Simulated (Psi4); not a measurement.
Two rigid molecules brought together: CS2 ··· H2Se (SMILES S=C=S and [SeH2]). Monomers: optimised at B3LYP-D3(BJ) (def2-TZVP), held rigid. Orientation: lowest of the rigid-body minima from ten starts at GFN2-xTB. R is the distance of the centres of mass, along which the second monomer moves.

PBE/def2-TZVP, counterpoise-corrected (Psi4); PBE-D3(BJ)/def2-TZVP, counterpoise-corrected (Psi4); SAPT0/jun-cc-pVDZ, frozen core (Psi4).

Interaction energies in kJ/mol; the last columns give the difference from SAPT0:

```json
[
 {"R / Å": "2.87", "PBE/def2-TZVP": "33.52", "PBE-D3(BJ)/def2-TZVP": "24.18", "SAPT0/jun-cc-pVDZ": "33.56", "PBE/def2-TZVP − SAPT0/jun-cc-pVDZ": "-0.03", "PBE-D3(BJ)/def2-TZVP − SAPT0/jun-cc-pVDZ": "-9.37"},
 {"R / Å": "3.06", "PBE/def2-TZVP": "16.12", "PBE-D3(BJ)/def2-TZVP": "7.46", "SAPT0/jun-cc-pVDZ": "13.98", "PBE/def2-TZVP − SAPT0/jun-cc-pVDZ": "2.14", "PBE-D3(BJ)/def2-TZVP − SAPT0/jun-cc-pVDZ": "-6.53"},
 {"R / Å": "3.28", "PBE/def2-TZVP": "5.83", "PBE-D3(BJ)/def2-TZVP": "-1.94", "SAPT0/jun-cc-pVDZ": "2.58", "PBE/def2-TZVP − SAPT0/jun-cc-pVDZ": "3.25", "PBE-D3(BJ)/def2-TZVP − SAPT0/jun-cc-pVDZ": "-4.52"},
 {"R / Å": "3.50", "PBE/def2-TZVP": "1.16", "PBE-D3(BJ)/def2-TZVP": "-5.64", "SAPT0/jun-cc-pVDZ": "-2.20", "PBE/def2-TZVP − SAPT0/jun-cc-pVDZ": "3.35", "PBE-D3(BJ)/def2-TZVP − SAPT0/jun-cc-pVDZ": "-3.44"},
 {"R / Å": "3.71", "PBE/def2-TZVP": "-0.70", "PBE-D3(BJ)/def2-TZVP": "-6.55", "SAPT0/jun-cc-pVDZ": "-3.67", "PBE/def2-TZVP − SAPT0/jun-cc-pVDZ": "2.97", "PBE-D3(BJ)/def2-TZVP − SAPT0/jun-cc-pVDZ": "-2.88"},
 {"R / Å": "3.93", "PBE/def2-TZVP": "-1.35", "PBE-D3(BJ)/def2-TZVP": "-6.24", "SAPT0/jun-cc-pVDZ": "-3.74", "PBE/def2-TZVP − SAPT0/jun-cc-pVDZ": "2.39", "PBE-D3(BJ)/def2-TZVP − SAPT0/jun-cc-pVDZ": "-2.50"},
 {"R / Å": "4.22", "PBE/def2-TZVP": "-1.35", "PBE-D3(BJ)/def2-TZVP": "-5.12", "SAPT0/jun-cc-pVDZ": "-3.06", "PBE/def2-TZVP − SAPT0/jun-cc-pVDZ": "1.70", "PBE-D3(BJ)/def2-TZVP − SAPT0/jun-cc-pVDZ": "-2.06"},
 {"R / Å": "4.54", "PBE/def2-TZVP": "-1.02", "PBE-D3(BJ)/def2-TZVP": "-3.76", "SAPT0/jun-cc-pVDZ": "-2.20", "PBE/def2-TZVP − SAPT0/jun-cc-pVDZ": "1.19", "PBE-D3(BJ)/def2-TZVP − SAPT0/jun-cc-pVDZ": "-1.56"},
 {"R / Å": "5.03", "PBE/def2-TZVP": "-0.50", "PBE-D3(BJ)/def2-TZVP": "-2.15", "SAPT0/jun-cc-pVDZ": "-1.26", "PBE/def2-TZVP − SAPT0/jun-cc-pVDZ": "0.76", "PBE-D3(BJ)/def2-TZVP − SAPT0/jun-cc-pVDZ": "-0.89"},
 {"R / Å": "5.72", "PBE/def2-TZVP": "-0.11", "PBE-D3(BJ)/def2-TZVP": "-0.93", "SAPT0/jun-cc-pVDZ": "-0.58", "PBE/def2-TZVP − SAPT0/jun-cc-pVDZ": "0.46", "PBE-D3(BJ)/def2-TZVP − SAPT0/jun-cc-pVDZ": "-0.35"},
 {"R / Å": "6.69", "PBE/def2-TZVP": "0.02", "PBE-D3(BJ)/def2-TZVP": "-0.30", "SAPT0/jun-cc-pVDZ": "-0.21", "PBE/def2-TZVP − SAPT0/jun-cc-pVDZ": "0.23", "PBE-D3(BJ)/def2-TZVP − SAPT0/jun-cc-pVDZ": "-0.10"},
 {"R / Å": "8.00", "PBE/def2-TZVP": "0.02", "PBE-D3(BJ)/def2-TZVP": "-0.09", "SAPT0/jun-cc-pVDZ": "-0.06", "PBE/def2-TZVP − SAPT0/jun-cc-pVDZ": "0.08", "PBE-D3(BJ)/def2-TZVP − SAPT0/jun-cc-pVDZ": "-0.03"}
]
```

PBE/def2-TZVP is furthest from SAPT0/jun-cc-pVDZ at 3.50 (3.35 kJ/mol, above); its mean absolute difference over the points is 1.55 kJ/mol.

PBE-D3(BJ)/def2-TZVP is furthest from SAPT0/jun-cc-pVDZ at 2.87 (-9.37 kJ/mol, below); its mean absolute difference over the points is 2.85 kJ/mol.
